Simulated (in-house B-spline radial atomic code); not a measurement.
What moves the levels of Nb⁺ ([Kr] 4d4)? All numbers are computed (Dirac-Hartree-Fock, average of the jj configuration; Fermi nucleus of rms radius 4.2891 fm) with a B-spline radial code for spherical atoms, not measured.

Baseline run (computed): total energy -3817.9818 hartree, 1s1/2 at -702.1514 hartree, 4d3/2 at -13.758 eV with <r> = 2.022 bohr.

Changing the nucleus:

| nucleus | ΔE (eV) |
| --- | --- |
| Fermi nucleus of rms radius 4.2878 fm, A = 91 | -0.000751 |
| Fermi nucleus of rms radius 4.3026 fm, A = 92 | 0.00781 |
| Fermi nucleus of rms radius 4.324 fm, A = 93 | 0.0202 |
| Fermi nucleus of rms radius 4.4062 fm, A = 99 | 0.0685 |
| Fermi nucleus of rms radius 4.4861 fm, A = 101 | 0.116 |
| Fermi nucleus of rms radius 4.5097 fm, A = 103 | 0.13 |

A larger nucleus binds the electrons less, roughly as the density at the nucleus times the change of the nuclear <r²>. The reference is A = 90.
